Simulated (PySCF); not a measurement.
## Argon: highly charged ions in a basis for the neutral atom

Ar⁸⁺ [Ne], Ar⁹⁺ [He] 2s2 2p5. All numbers are calculated (PySCF 2.14, scalar relativity by spin-free X2C-1e, in cc-pVDZ-DK (4s3p1d, 18 functions)). No spin-orbit coupling, so a gap to NIST mixes the basis error with missing relativistic terms.

Changed run: basis of the neutral atom used for a highly charged ion. This setting is unsound on purpose.

```json
{"species": "Ar⁸⁺", "method": "UHF", "sound run (hartree)": "not run", "changed run (hartree)": "-507.72023", "converged": "yes"}
{"species": "Ar⁸⁺", "method": "BP86", "sound run (hartree)": "not run", "changed run (hartree)": "-508.16089", "converged": "yes"}
{"species": "Ar⁸⁺", "method": "M06-L", "sound run (hartree)": "not run", "changed run (hartree)": "-508.19586", "converged": "yes"}
{"species": "Ar⁹⁺", "method": "UHF", "sound run (hartree)": "not run", "changed run (hartree)": "-492.12008", "converged": "yes"}
{"species": "Ar⁹⁺", "method": "BP86", "sound run (hartree)": "not run", "changed run (hartree)": "-492.51876", "converged": "yes"}
{"species": "Ar⁹⁺", "method": "M06-L", "sound run (hartree)": "not run", "changed run (hartree)": "-492.54011", "converged": "yes"}
```

Ionisation energy of Ar⁸⁺:

```tsv
method	changed run (eV)	NIST (eV)
UHF	424.50	422.6 ± 0.06
BP86	425.64	422.6 ± 0.06
M06-L	426.01	422.6 ± 0.06
```

The contracted functions were made for the neutral atom and can be too rigid for a highly charged ion.
